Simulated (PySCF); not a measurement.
Compound: C2H6F2O2Si2.
Cartesian coordinates in Å at the GFN2-xTB level; atoms count from 1:
```xyz
14
C2H6F2O2Si2 angstrom
F     -2.470   -0.984    0.696
C     -1.807    0.193    0.445
C     -0.324    0.013    0.748
O      0.348    1.210    0.380
Si     1.601    1.098   -0.635
F      1.280    1.924   -1.962
O      1.608   -0.492   -1.001
Si     0.499   -1.430   -0.254
H     -2.266    0.965    1.069
H     -1.957    0.434   -0.612
H     -0.203   -0.106    1.832
H      2.866    1.495   -0.082
H      1.207   -2.344    0.628
H     -0.381   -1.975   -1.273
```

Theory: TDDFT wB97X-D/def2-SVPD, vertical, gas phase, core orbitals frozen in the response in PySCF.

Kohn–Sham orbitals with the atoms that hold most of them (Löwdin shares over 4%, at most four atoms; ? is withheld):

| orbital | ε (eV) | atoms |
| --- | --- | --- |
| HOMO-3 | -12.10 | F1 29%, O4 24%, C2 15%, O7 13% |
| HOMO-2 | -11.41 | O7 34%, Si8 17%, H14 11%, H13 10% |
| HOMO-1 | -10.85 | ? |
| HOMO | -10.40 | C3 29%, O4 18%, Si8 18%, C2 8% |
| LUMO | ? | ? |
| LUMO+1 | 2.11 | Si8 28%, C2 10%, H13 10%, H11 8% |
| LUMO+2 | 2.42 | Si8 29%, O7 12%, Si5 10%, O4 10% |

(1) Give the leading atoms of the LUMO.

(2) Give the leading atoms of the HOMO-1.

(3) What is the LUMO energy, and the HOMO–LUMO gap?

Answers

(1) Si8 (bonded to C, O and 2 H) 33%; Si5 (bonded to F, 2 O and H) 10%; H13 (bonded to Si) 10%; H14 (bonded to Si) 9%. By element: silicon 44%, hydrogen 19% or more.

(2) O4 (bonded to C and Si) 38%; C3 (bonded to C, O, Si and H) 14%; C2 (bonded to C, F and 2 H) 10%; F1 (bonded to C) 7%. By element: oxygen 38% or more, carbon 24%, fluorine 7% or more.

(3) ε(LUMO) = 1.50 eV; the gap is 11.89 eV (0.4371 hartree).

**Question.** How does S1 compare with the orbital gap of 11.89 eV?

**Answer.** S1 is at 7.19 eV (f = 0.018), 4.70 eV below the gap, made of HOMO→LUMO (93%). 

**Question.** One configuration dominates each of S1 and S2. Which, and how do the shares of the two leading atoms of either orbital change from the occupied to the empty one?

**Answer.** 
- S1 (7.19 eV, f 0.018), HOMO→LUMO (93%): C3 29% → at most 9%, O4 18% → at most 9%, Si8 18% → 33%, Si5 at most 9% → 10%
- S2 (7.72 eV, f 0.0041), HOMO-1→LUMO (80%): O4 38% → at most 9%, C3 14% → at most 9%, Si8 at most 7% → 33%, Si5 at most 7% → 10%

One conformer stands for the species.
